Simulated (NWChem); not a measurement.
# CH4SSe; SMILES CS[SeH]

Program: NWChem. The geometry was optimised at PBE0/def2-SVP. One conformer.

Diagonal of the polarisability tensor at CAM-B3LYP/def2-SVPD, static: 58.46, 81.81, 52.67 bohr³.

Find the mean polarisability volume, the molar refraction, and the refractive index that an ideal gas of it would have at 273.15 K and 1 atm.


1. Mean: one third of the trace = 64.32 bohr³ × 0.14818 Å³/bohr³ = 9.53 Å³.
2. Molar refraction (Lorentz-Lorenz): (4π/3) N_A α = 24.0 cm³/mol.
3. Number density p/kT = 2.687 × 10⁻⁵ Å⁻³; n − 1 = 2π N α = 16.09 × 10⁻⁴.
4. These hold the electronic response alone: vibrational and orientational terms add to the static dielectric constant.
